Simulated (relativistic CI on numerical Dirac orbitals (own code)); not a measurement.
## Hyperfine structure of Yb XXXV, mass number 171

Calculated at this level of theory: Dirac-Coulomb-Breit CI, separate exchange-only KLI orbitals for each configuration, model QED (radiative potential, 1s self-energy scaled to tabulated hydrogen-like ionisation energies), unscaled Slater integrals (own radial code, finite nucleus).

Configuration list (outside the closed core [Ar] 3d10): 4s2 4p6, 4s2 4p5 4d, 4s 4p6 4d, 4s2 4p5 4f, 4s 4p6 4f, 4s2 4p5 5s, 4p6 4d 4f, 4p6 4d2, 4p5 4d3, 4p5 4d2 4f, 4p5 4d2 5s, 4p6 4f2, 4p5 4d 4f2, 4p5 4f3, 4p5 4f2 5s. Double excitations out of closed p, d and f shells are left out; levels of such configurations are missing from the list, as are those of other unlisted configurations, and high levels can miss mixing partners.

Nuclear spin I = 1/2, μ = 0.4923 μN (tables of Stone and Pyykkö). The electronic factors are computed for point nuclear moments, without core polarisation or the Bohr-Weisskopf and QED corrections.

```
           Level  E (cm⁻¹)  A (GHz)
4s2 4p5 4d 3P°_1   1116779    25.48
4s2 4p5 4d 3F°_3   1141467    32.52
4s2 4p5 4d 3D°_2   1151982    32.11
4s2 4p5 4d 3F°_4   1227967    21.79
4s2 4p5 4d 3D°_3   1289293    18.88
4s2 4p5 4d 3F°_2   1673681    105.1
4s2 4p5 4d 1P°_1   1855156   -59.81
  4s 4p6 4d 3D_1   2428490   -195.9
```

Levels with J = 0, under 50 % of one LS term, or S terms without an open s electron are left out. Small factors come from cancelling terms and can be off by tens of per cent or more.

At this charge energies of transitions that change n are usually good to better than 1 %, and those within a shell (Δn = 0) to a few per cent.

(1) Give the hyperfine levels of 4s2 4p5 4d 3F°_2 relative to its centre of gravity.

Answers

(1) With K = F(F + 1) − I(I + 1) − J(J + 1), E = AK/2: F = 3/2: -157.7, F = 5/2: 105.1 GHz.

LS names give the leading component of a level, which can be under half, so a name can repeat, a term be missing and a line seem to break the LS rules.
